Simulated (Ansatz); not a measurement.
AgPd3, relaxed as a doublet with UKS PBE0-D4/def2-SVP in Ansatz, starting from the GFN1-xTB geometry. Force threshold 0.02 eV/Å.

In the def2 sets Ag, Pd take a core potential; there is no spin–orbit coupling. Another isomer (doublet) lies 0.96 eV lower at PBE0-D4/def2-TZVP; other spin states weren't run for this one.

Start:

```xyz
4

Pd   -1.5013   -0.0308   -1.6694
Pd   -0.0616    1.3201    0.0078
Pd    1.4876    0.0927    1.6800
Ag    0.0753   -1.3820   -0.0184
```

| step | energy (eV) | largest force component (eV/Å) | SCF passes |
| --- | --- | --- | --- |
| 1 | -14437.6464 | 0.200 | 61 |
| 2 | -14437.6575 | 0.039 | 50 |
| 3 | -14437.6578 | 0.010 | 47 |

Force components are those of the run's own axes.

End:

```xyz
4

Pd   -1.493    0.000   -1.658
Pd   -0.061    1.295    0.007
Pd    1.476    0.121    1.669
Ag    0.078   -1.417   -0.018
```

By distances, no bond broke or formed. The bond that changes most is Pd1–Pd2, from 2.59 to 2.55 Å (atoms count from 1).

No frequencies were taken in this run, so the end may be a saddle point.

Run time 20 s (4 threads of Arm Neoverse V1 on a shared host), peak host memory 0.56 GiB.
